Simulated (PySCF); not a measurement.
## Finite-field polarisability of Mg (magnesium, neutral)

[Ne] 3s2, closed-shell 1S. Calculation: PySCF 2.14, in x2c-TZVPPall with one added diffuse shell each of s, p, d type (6s5p4d, 41 functions); scalar relativity by spin-free X2C-1e. Frozen: 1s2. Energy changes in a uniform field (μhartree):

| axis | F (au) | HF | MP2 | CCSD | CCSD(T) |
| --- | --- | --- | --- | --- | --- |
| x | 0.0016 | -103.213 | -92.624 | -92.667 | -92.204 |
| x | 0.0032 | -413.371 | -370.874 | -370.986 | -369.130 |

Derive α along x at CCSD(T) from the two fields.

With ΔE = −αF²/2 − γF⁴/24, α = −(16 ΔE(F) − ΔE(2F))/(6F²) = 72.01 bohr³.

And the mean polarisability at each level?

HF 80.60, MP2 72.34, CCSD 72.38, CCSD(T) 72.01 bohr³. Reference: 71.2 ± 0.4 bohr³ (recommended; Schwerdtfeger and Nagle, table of static dipole polarizabilities (2023 update)).
